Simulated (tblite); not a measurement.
Write Cartesian coordinates for `CCCP1(=O)C=CCC=C1` as optimised with GFN2-xTB.

```
atom  x, y, z in Å
C1     3.4162    0.2561    0.2869
C2     2.1489   -0.4542   -0.1711
C3     1.0026    0.5189   -0.4144
P4    -0.4212   -0.4219   -1.1152
O5    -0.0873   -1.1416   -2.3500
C6    -1.7682    0.7744   -1.2589
C7    -2.5936    1.0126   -0.2506
C8    -2.4885    0.3767    1.1013
C9    -1.9286   -1.0125    1.0987
C10   -1.0331   -1.4602    0.2316
H11    3.2350    0.8073    1.2078
H12    3.7558    0.9579   -0.4717
H13    4.2114   -0.4631    0.4679
H14    2.3412   -0.9980   -1.0985
H15    1.8432   -1.1850    0.5827
H16    0.7128    1.0313    0.5031
H17    1.2860    1.2667   -1.1603
H18   -1.9023    1.2262   -2.2324
H19   -3.4133    1.7111   -0.3689
H20   -3.4758    0.3644    1.5697
H21   -1.8533    1.0075    1.7350
H22   -2.3075   -1.6632    1.8778
H23   -0.6853   -2.4844    0.2393
```

Orientation and origin are arbitrary. Atoms count from 1 in this order. Of the pairs four or more bonds apart, C10···H15 is among the closest relative to their van der Waals radii: 2.91 Å, 100 % of the sum of Bondi's values. The 6 C–C bonds span 1.324 Å (C9=C10, drawn double) to 1.523 Å (C2–C3, drawn single), a spread of 0.199 Å. The 6-membered ring P4–C6–C7–C8–C9–C10 has internal angles of 100.8° to 124.6° (sum 708°, against 720° for a flat polygon); it is puckered, 0.17 Å rms from its mean plane, widest ring torsion 32°. The C–P distances run from 1.807 Å (P4–C6, drawn single) to 1.845 Å (C3–P4, drawn single), a spread of 0.038 Å.

Bonds between heavy atoms (Å): C1–C2 1.523, C2–C3 1.523, C3–P4 1.845, P4=O5 1.468, P4–C6 1.807, C6=C7 1.325, C7–C8 1.498, C8–C9 1.498, C9=C10 1.324, P4–C10 1.807.

The geometry is computed with GFN2-xTB (gas phase).

Point group: C1 (no symmetry element, even within 0.4 Å). Its GFN2-xTB frequencies are all real (lowest 43 cm⁻¹). One conformer, not necessarily the lowest (C1–C2–C3–P4 175°, C2–C3–P4–O5 -57°, C3–P4–C6–C7 -87°, C6–C7–C8–C9 -31°, C7–C8–C9–C10 32°, C3–P4–C10–C9 87°).
